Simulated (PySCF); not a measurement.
**Two-component Hartree-Fock for Kr(19+) (krypton, charge +19)**

Start: [Ne] 3s2 3p5; 3p1/2 filled at m_j = -1/2, +1/2; 3p3/2 filled at m_j = -1/2, +1/2, +3/2. Calculated with PySCF 2.14 in an uncontracted even-tempered set (19 s from 2.1 bohr⁻², ratio 2.4; 14 p from 2.7 bohr⁻², ratio 2.4; 5 d from 13 bohr⁻², ratio 2.6; 4 f from 19 bohr⁻², ratio 2.6): generalised Hartree-Fock with the X2C-1e Hamiltonian and a Gaussian nucleus; one run each with spin-orbit coupling (SO) switched off, then screened by Boettger's factors.

| spinor shell | electrons | ε, spin-free (eV) | ε, screened SO (eV) | weight of nominal j (screened SO) | rms radius, screened SO (bohr) |
| --- | --- | --- | --- | --- | --- |
| 1s1/2 | 2 | -15158.7 | -15158.0 | 1.000 | 0.0478 |
| 2s1/2 | 2 | -2703.6 | -2703.3 | 1.000 | 0.196 |
| 2p1/2 | 2 | -2473.3 | -2511.6 | 1.000 | 0.172 |
| 3s1/2 | 2 | -915.39 | -915.26 | 1.000 | 0.499 |
| 3p1/2 | 2 | -838.02 | -845.61 | 0.969 | 0.491 |
| 3p3/2 | 3 | -838.02 | -834.25 | 0.979 | 0.497 |

Q: Where does 2p3/2 lie, and what is the 2p spin-orbit splitting (screened SO)?

A: At -2454.7 eV, 56.853 eV above 2p1/2.

```csv
quantity,spin-free,screened SO
E (hartree),-2584.84708,-2585.15944
M_J,3/2,3/2
⟨J²⟩,3.751,3.751
⟨L²⟩,2.001,2.003
⟨S²⟩,0.750,0.752
```

Each row is a mean over spinors that exchange with the open shell spreads, by up to 11.589 eV (3s1/2).

Without spin-orbit coupling the j labels of p, d and f shells carry no meaning; the spin-free column gives the mean over the occupied spinors of each nl shell.
